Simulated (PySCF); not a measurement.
NS, doublet, at a GFN2-xTB geometry; PySCF with WB97X-V/3-21G.

Here is a job for PySCF.
```python
from pyscf import gto, scf, dft

mol = gto.Mole()
mol.atom = '''
    N    -0.000000   -0.000000   -1.018028
    S     0.000000    0.000000    0.445387
'''
mol.basis = '3-21g'
mol.charge = 0
mol.spin = 1
mol.verbose = 4
mol.build()

mf = dft.UKS(mol)
mf.xc = 'wb97x_v'
mf.kernel()
```

It wrote (shortened):

```
PySCF version 2.14.0

[INPUT] verbose = 4
[INPUT] num. atoms = 2
[INPUT] num. electrons = 23
[INPUT] charge = 0
[INPUT] spin (= nelec alpha-beta = 2S) = 1
[INPUT] symmetry False subgroup None
[INPUT] Mole.unit = angstrom
[INPUT] Symbol           X                Y                Z      unit          X                Y                Z       unit  Magmom
[INPUT]  1 N      0.000000000000   0.000000000000  -1.018028000000 AA    0.000000000000   0.000000000000  -1.923794107139 Bohr   0.0
[INPUT]  2 S      0.000000000000   0.000000000000   0.445387000000 AA    0.000000000000   0.000000000000   0.841659449442 Bohr   0.0

nuclear repulsion = 40.4996857508226
number of shells = 12
number of NR pGTOs = 42
number of NR cGTOs = 22
basis = 3-21g
ecp = {}

******** <class 'pyscf.dft.uks.UKS'> ********
method = UKS
initial guess = minao
damping factor = 0
level_shift factor = 0
DIIS = <class 'pyscf.scf.diis.CDIIS'>
diis_start_cycle = 1
diis_space = 8
diis_damp = 0
SCF conv_tol = 1e-09
SCF conv_tol_grad = None
SCF max_cycles = 50
direct_scf = True
direct_scf_tol = 1e-13
number electrons alpha = 12  beta = 11
XC library pyscf.dft.libxc version 7.1.2
    S. Lehtola, C. Steigemann, M. J. T. Oliveira, and M. A. L. Marques,  SoftwareX 7, 1–5 (2018)
XC functionals = wb97x_v
    N. Mardirossian and M. Head-Gordon,  Phys. Chem. Chem. Phys. 16, 9904–9924 (2014)
radial grids:
    Treutler-Ahlrichs [JCP 102, 346 (1995); DOI:10.1063/1.469408] (M4) radial grids

becke partition: Becke, JCP 88, 2547 (1988); DOI:10.1063/1.454033
pruning grids: <function nwchem_prune>
grids dens level: 3
symmetrized grids: False
atomic radii adjust function: <function treutler_atomic_radii_adjust>
** Following is NLC and NLC Grids **
NLC functional = wb97x_v
radial grids:
    Treutler-Ahlrichs [JCP 102, 346 (1995); DOI:10.1063/1.469408] (M4) radial grids

becke partition: Becke, JCP 88, 2547 (1988); DOI:10.1063/1.454033
pruning grids: <function nwchem_prune>
grids dens level: 3
symmetrized grids: False
atomic radii adjust function: <function treutler_atomic_radii_adjust>
small_rho_cutoff = 0
Set gradient conv threshold to 3.16228e-05
tot grids = 32784
tot grids = 32784
init E= -450.337912532331

cycle= 1 E= -450.44100223934  delta_E= -0.103  |g|= 0.129  |ddm|= 1.38
cycle= 2 E= -450.453668846076  delta_E= -0.0127  |g|= 0.0333  |ddm|= 0.298
cycle= 3 E= -450.454407785369  delta_E= -0.000739  |g|= 0.0135  |ddm|= 0.0728
cycle= 4 E= -450.45454579379  delta_E= -0.000138  |g|= 0.0137  |ddm|= 0.0228
cycle= 5 E= -450.454661670741  delta_E= -0.000116  |g|= 0.00367  |ddm|= 0.0136
cycle= 6 E= -450.454721453764  delta_E= -5.98e-05  |g|= 0.00199  |ddm|= 0.0132
cycle= 7 E= -450.454749328299  delta_E= -2.79e-05  |g|= 0.000956  |ddm|= 0.0112
cycle= 8 E= -450.454756434559  delta_E= -7.11e-06  |g|= 0.00039  |ddm|= 0.00654
cycle= 9 E= -450.454757636865  delta_E= -1.2e-06  |g|= 9.38e-05  |ddm|= 0.00296
cycle= 10 E= -450.454757687431  delta_E= -5.06e-08  |g|= 2.13e-05  |ddm|= 0.000622
cycle= 11 E= -450.454757687835  delta_E= -4.04e-10  |g|= 2.48e-06  |ddm|= 4.72e-05
Extra cycle  E= -450.454757687842  delta_E= -6.71e-12  |g|= 1.52e-06  |ddm|= 6.88e-06
converged SCF energy = -450.454757687842  <S^2> = 0.75506858  2S+1 = 2.0050622
```
